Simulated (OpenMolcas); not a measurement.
## SnO⁺ at 2.008 Å: OpenMolcas input and output

Input (each module block was a call of its own in one work directory; start orbitals came from a preliminary run):

```
&GATEWAY
Coord
2
angstrom
Sn 0.0 0.0 0.0
O 0.0 0.0 2.0080
Basis=ANO-RCC-VTZP
Group=XY
RX2C
AMFI
ANGMom
0.0 0.0 0.0
RICD
&SEWARD
&GUESSORB
&RASSCF
FileOrb=$CurrDir/o22.orb
Symmetry=2
Spin=2
nActEl=7 0 0
Inactive=15 10
RAS2=3 4
CIRoot=6 6 1
Linear
Iterations=120 100
OrbListing=Nothing
PRWF=0.15
>>COPY $Project.RasOrb $CurrDir/o22.orb
>>COPY $Project.rasscf.h5 $CurrDir/r22.h5
&CASPT2
XMultistate=all
Imaginary=0.2
IPEA=0.25
MaxIter=40
>>COPY $Project.JobMix JOB001
```

```bash
pymolcas m.inp
```

RASSCF and CASPT2 output of these blocks, in excerpt:

```
++    Wave function specifications:
      Number of closed shell electrons          50
      Number of electrons in active shells       7
      Number of inactive orbitals               25
      Number of active orbitals                  7
      Number of secondary orbitals              66
      Spin quantum number                      0.5
      State symmetry                             2
++    Orbital specifications:
      Symmetry species                           1   2
                                                 a   b
      Frozen orbitals                            0   0
      Inactive orbitals                         15  10
      Active orbitals                            3   4
      RAS2 orbitals                              3   4
      Secondary orbitals                        34  32
      Number of basis functions                 52  46
      printout of CI-coefficients larger than  0.15 for root  1
      energy=   -6248.426600
      conf/sym  111 2222     Coeff  Weight
            11  u2d 2u00  -0.19150 0.03667
            20  022 2u00   0.89633 0.80340
            79  022 uud0   0.29753 0.08852
      printout of CI-coefficients larger than  0.15 for root  2
      energy=   -6248.426600
      conf/sym  111 2222     Coeff  Weight
            50  u2d u200   0.19150 0.03667
            77  022 u200  -0.89633 0.80340
            83  022 uu0d  -0.29753 0.08853
      printout of CI-coefficients larger than  0.15 for root  3
      energy=   -6248.271372
      conf/sym  111 2222     Coeff  Weight
            50  u2d u200  -0.15124 0.02287
            77  022 u200   0.22769 0.05184
            81  022 ud0u   0.20356 0.04143
            83  022 uu0d  -0.88160 0.77721
           153  022 02u0  -0.19640 0.03857
      printout of CI-coefficients larger than  0.15 for root  4
      energy=   -6248.271372
      conf/sym  111 2222     Coeff  Weight
            11  u2d 2u00  -0.15124 0.02287
            20  022 2u00   0.22769 0.05184
            22  022 200u   0.19640 0.03857
            78  022 udu0  -0.20355 0.04143
            79  022 uud0  -0.88160 0.77721
      printout of CI-coefficients larger than  0.15 for root  5
      energy=   -6248.215838
      conf/sym  111 2222     Coeff  Weight
            22  022 200u  -0.48820 0.23833
            78  022 udu0  -0.69041 0.47666
           155  022 020u   0.48820 0.23834
      printout of CI-coefficients larger than  0.15 for root  6
      energy=   -6248.215838
      conf/sym  111 2222     Coeff  Weight
            21  022 20u0   0.48819 0.23833
            81  022 ud0u  -0.69041 0.47667
           153  022 02u0  -0.48819 0.23833
      Natural orbitals and occupation numbers for root  1
      sym 1:   0.056488   1.963189   1.931067
      sym 2:   1.943466   0.994704   0.073618   0.037469
      Natural orbitals and occupation numbers for root  2
      sym 1:   0.056488   1.963189   1.931067
      sym 2:   0.994704   1.943465   0.037469   0.073618
      Natural orbitals and occupation numbers for root  3
      sym 1:   0.056029   1.969309   1.931259
      sym 2:   0.965291   1.291888   0.087114   0.699110
      Natural orbitals and occupation numbers for root  4
      sym 1:   0.056029   1.969308   1.931259
      sym 2:   1.291890   0.965291   0.699109   0.087114
      Natural orbitals and occupation numbers for root  5
      sym 1:   0.015209   1.992765   1.954643
      sym 2:   1.000252   1.000253   0.518435   0.518444
      Natural orbitals and occupation numbers for root  6
      sym 1:   0.015209   1.992765   1.954643
      sym 2:   1.000252   1.000252   0.518432   0.518447
      RASSCF energy for state  6                  -6248.21583849
::    RASSCF root number  1 Total energy:  -6248.42660042
::    RASSCF root number  2 Total energy:  -6248.42660041
::    RASSCF root number  3 Total energy:  -6248.27137163
::    RASSCF root number  4 Total energy:  -6248.27137159
::    RASSCF root number  5 Total energy:  -6248.21583849
::    RASSCF root number  6 Total energy:  -6248.21583849
      Von Neumann Entropy (Root   1) =  1.04472
++    Wave function specifications:
      Number of closed shell electrons          12
      Number of electrons in active shells       7
      Number of inactive orbitals                6
      Number of active orbitals                  7
      Number of secondary orbitals              66
      Spin quantum number                      0.5
      State symmetry                             2
      Number of CSFs                           392
      Number of CASSCF root(s) available         6
      CASPT2 state passed to geometry opt.       6
      A file JOBMIX will be created
      This is a MULTI-STATE CASSCF reference
      Number of CI roots used                    6
      These are:                                 1   2   3   4   5   6
      Off-diagonal elements of Heff are computed
  FINAL CASPT2 RESULT:
      Reference energy:       -6248.4266004237
      E2 (Non-variational):      -0.6333435592
      Shift correction:          -0.0021419898
      E2 (Variational):          -0.6354855489
      Total energy:           -6249.0620859726
      Reference weight:           0.88137
  FINAL CASPT2 RESULT:
      Reference energy:       -6248.4266004133
      E2 (Non-variational):      -0.6333435753
      Shift correction:          -0.0021419901
      E2 (Variational):          -0.6354855654
      Total energy:           -6249.0620859788
      Reference weight:           0.88137
  FINAL CASPT2 RESULT:
      Reference energy:       -6248.2713716279
      E2 (Non-variational):      -0.6176260196
      Shift correction:          -0.0023672404
      E2 (Variational):          -0.6199932600
      Total energy:           -6248.8913648880
      Reference weight:           0.88374
  FINAL CASPT2 RESULT:
      Reference energy:       -6248.2713715932
      E2 (Non-variational):      -0.6176262009
      Shift correction:          -0.0023672520
      E2 (Variational):          -0.6199934529
      Total energy:           -6248.8913650461
      Reference weight:           0.88374
  FINAL CASPT2 RESULT:
      Reference energy:       -6248.2158384853
      E2 (Non-variational):      -0.6147291797
      Shift correction:          -0.0014931526
      E2 (Variational):          -0.6162223323
      Total energy:           -6248.8320608177
      Reference weight:           0.89260
  FINAL CASPT2 RESULT:
      Reference energy:       -6248.2158384853
      E2 (Non-variational):      -0.6147291694
      Shift correction:          -0.0014931523
      E2 (Variational):          -0.6162223217
      Total energy:           -6248.8320608070
      Reference weight:           0.89260
       Total XMS-CASPT2 energies:
::    XMS-CASPT2 Root  1     Total energy:  -6249.05906602
::    XMS-CASPT2 Root  2     Total energy:  -6249.05906601
::    XMS-CASPT2 Root  3     Total energy:  -6248.89439326
::    XMS-CASPT2 Root  4     Total energy:  -6248.89439313
::    XMS-CASPT2 Root  5     Total energy:  -6248.83205257
::    XMS-CASPT2 Root  6     Total energy:  -6248.83205253
```

Only roots inside an energy window near the equilibrium distance were included, so the list of states is not complete; labels number the states computed. Each spin and symmetry block has orbitals of its own, averaged over its own roots, so gaps between blocks are less sure than gaps within one and near the minimum can be off by tenths of an eV, in bad cases by more. No Rydberg orbitals are active, so Rydberg states, and σ→σ* states whose orbital the CASSCF left unused, can be missing between those listed. CASPT2 splits the two components of degenerate states numerically, here by up to 44 cm⁻¹.
